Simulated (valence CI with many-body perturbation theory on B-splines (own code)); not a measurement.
**E1 transitions of Ta XL**

Calculated by configuration interaction combined with many-body perturbation theory (CI+MBPT): six valence electrons over a frozen Dirac-Fock core [Ar] 3d10, a basis of 9 s, 9 p, 8 d, 6 f, 3 g, 1 h functions for each j, with the one-electron correlation potential Σ1, the two-electron term Σ2, the three-electron term Σ3, Breit, model QED; selected CI, second order for the rest, scaled by the run's own slope (own B-spline code, finite nucleus).

The last digits are not significant, and no measured levels were compared; by estimate large intervals hold to a few tenths of a per cent, small ones and those within an open d or f shell to about a per cent. Among the levels kept, up to 640 cm⁻¹ of a level comes from second order outside the variational space, and about a tenth of that is noise between levels of different J, which matters for small intervals.

Lines 51 to 85 of 85 in falling wavelength, among levels below 2314600 cm⁻¹, chosen from the strongest by gf and those to the six lowest levels. Wavelengths and rates use the calculated energies. Electric multipoles are in the length gauge with retardation, E1 and E2 with the static RPA response of the core. Weak lines are less certain than strong ones. Lines between different terms over intervals too small for the method are left out, as are lines whose strength nearly cancels. Where a level lies close to another of its J and parity, the split of strength between their lines is uncertain. The highest levels of a list are the least certain.

Levels are named by their leading jj configuration (3d3/2^4 stands for four electrons in 3d with j = 3/2), which in mixed levels can hold well under half, so a name can repeat and another be missing. Letters in brackets count levels of one name in rising energy.

```tsv
λ vac (Å)	Upper	Lower	A (s⁻¹)	S (a.u.) with core polarisation	S without
69.12	(4s^2 4p1/2 4p3/2^2 4d5/2) J=2 [a]	(4s^2 4p1/2 4p3/2^3) J=1	4.01e+09	3.27e-03	3.45e-03
68.22	(4s^2 4p1/2 4p3/2^2 4d5/2) J=2 [b]	(4s^2 4p1/2 4p3/2^3) J=2	1.82e+11	1.42e-01	1.50e-01
67.78	(4s^2 4p1/2^2 4p3/2 4d5/2) J=3	(4s^2 4p1/2^2 4p3/2^2) J=2	4.07e+11	4.38e-01	4.61e-01
67.61	(4s^2 4p1/2 4p3/2^2 4d5/2) J=1 [b]	(4s^2 4p1/2 4p3/2^3) J=2	4.21e+10	1.93e-02	2.03e-02
66.99	(4s^2 4p1/2^2 4p3/2 4d5/2) J=1	(4s^2 4p1/2^2 4p3/2^2) J=2	1.29e+11	5.76e-02	6.09e-02
66.60	(4s^2 4p1/2 4p3/2^2 4d5/2) J=2 [b]	(4s^2 4p1/2 4p3/2^3) J=1	2.59e+11	1.89e-01	1.99e-01
66.60	(4s^2 4p1/2 4p3/2^2 4d5/2) J=3 [c]	(4s^2 4p1/2 4p3/2^3) J=2	5.52e+11	5.63e-01	5.94e-01
66.02	(4s^2 4p1/2 4p3/2^2 4d5/2) J=1 [b]	(4s^2 4p1/2 4p3/2^3) J=1	4.88e+11	2.08e-01	2.20e-01
65.55	(4s^2 4p1/2 4p3/2^2 4d5/2) J=2 [c]	(4s^2 4p1/2 4p3/2^3) J=2	4.14e+11	2.88e-01	3.04e-01
65.48	(4s 4p1/2^2 4p3/2^3) J=2	(4s^2 4p1/2^2 4p3/2^2) J=2	3.81e+11	2.64e-01	2.79e-01
65.03	(4s 4p1/2^2 4p3/2^3) J=1	(4s^2 4p1/2^2 4p3/2^2) J=0	2.90e+11	1.18e-01	1.25e-01
64.09	(4s 4p1/2 4p3/2^4) J=0	(4s^2 4p1/2 4p3/2^3) J=1	6.02e+11	7.82e-02	8.28e-02
64.05	(4s^2 4p1/2 4p3/2^2 4d5/2) J=2 [c]	(4s^2 4p1/2 4p3/2^3) J=1	5.70e+11	3.70e-01	3.91e-01
62.22	(4s 4p1/2^2 4p3/2^3) J=1	(4s^2 4p1/2^2 4p3/2^2) J=2	2.35e+11	8.37e-02	8.87e-02
55.81	(4s^2 4p1/2 4p3/2^2 4d3/2) J=1 [a]	(4s^2 4p1/2^2 4p3/2^2) J=0	1.56e+10	4.02e-03	4.25e-03
53.73	(4s^2 4p1/2 4p3/2^2 4d3/2) J=1 [a]	(4s^2 4p1/2^2 4p3/2^2) J=2	2.41e+10	5.53e-03	5.86e-03
53.68	(4s^2 4p1/2 4p3/2^2 4d3/2) J=2 [a]	(4s^2 4p1/2^2 4p3/2^2) J=2	6.09e+09	2.32e-03	2.46e-03
52.87	(4s^2 4p1/2 4p3/2^2 4d3/2) J=3 [a]	(4s^2 4p1/2^2 4p3/2^2) J=2	1.37e+10	7.00e-03	7.40e-03
50.81	(4s^2 4p1/2 4p3/2^2 4d3/2) J=2 [b]	(4s^2 4p1/2^2 4p3/2^2) J=2	8.41e+10	2.72e-02	2.88e-02
50.75	(4s^2 4p1/2 4p3/2^2 4d5/2) J=1 [a]	(4s^2 4p1/2^2 4p3/2^2) J=0	3.74e+07	7.24e-06	7.25e-06
50.48	(4s^2 4p1/2 4p3/2^2 4d3/2) J=1 [b]	(4s^2 4p1/2^2 4p3/2^2) J=0	2.13e+10	4.06e-03	4.30e-03
49.79	(4s^2 4p1/2 4p3/2^2 4d5/2) J=3 [a]	(4s^2 4p1/2^2 4p3/2^2) J=2	1.14e+11	4.88e-02	5.16e-02
49.02	(4s^2 4p1/2 4p3/2^2 4d5/2) J=1 [a]	(4s^2 4p1/2^2 4p3/2^2) J=2	2.78e+11	4.85e-02	5.14e-02
48.97	(4s^2 4p1/2 4p3/2^2 4d3/2) J=1 [c]	(4s^2 4p1/2^2 4p3/2^2) J=0	1.53e+12	2.65e-01	2.81e-01
48.91	(4s^2 4p1/2 4p3/2^2 4d3/2) J=2 [c]	(4s^2 4p1/2^2 4p3/2^2) J=2	1.60e+12	4.63e-01	4.91e-01
48.85	(4s^2 4p1/2 4p3/2^2 4d3/2) J=3 [b]	(4s^2 4p1/2^2 4p3/2^2) J=2	1.49e+12	6.00e-01	6.35e-01
48.77	(4s^2 4p1/2 4p3/2^2 4d3/2) J=1 [b]	(4s^2 4p1/2^2 4p3/2^2) J=2	1.46e+12	2.51e-01	2.66e-01
47.36	(4s^2 4p1/2 4p3/2^2 4d3/2) J=1 [c]	(4s^2 4p1/2^2 4p3/2^2) J=2	3.03e+10	4.76e-03	5.05e-03
46.87	(4s^2 4p1/2 4p3/2^2 4d5/2) J=1 [b]	(4s^2 4p1/2^2 4p3/2^2) J=0	1.70e+11	2.59e-02	2.74e-02
46.83	(4s^2 4p1/2 4p3/2^2 4d5/2) J=2 [a]	(4s^2 4p1/2^2 4p3/2^2) J=2	2.68e+09	6.78e-04	7.21e-04
46.26	(4s^2 4p1/2 4p3/2^2 4d5/2) J=3 [b]	(4s^2 4p1/2^2 4p3/2^2) J=2	2.65e+08	9.05e-05	9.54e-05
45.66	(4s^2 4p1/2 4p3/2^2 4d5/2) J=2 [b]	(4s^2 4p1/2^2 4p3/2^2) J=2	4.90e+10	1.15e-02	1.22e-02
45.39	(4s^2 4p1/2 4p3/2^2 4d5/2) J=1 [b]	(4s^2 4p1/2^2 4p3/2^2) J=2	4.62e+10	6.39e-03	6.77e-03
44.93	(4s^2 4p1/2 4p3/2^2 4d5/2) J=3 [c]	(4s^2 4p1/2^2 4p3/2^2) J=2	3.84e+10	1.20e-02	1.28e-02
44.45	(4s^2 4p1/2 4p3/2^2 4d5/2) J=2 [c]	(4s^2 4p1/2^2 4p3/2^2) J=2	1.94e+10	4.20e-03	4.45e-03
```
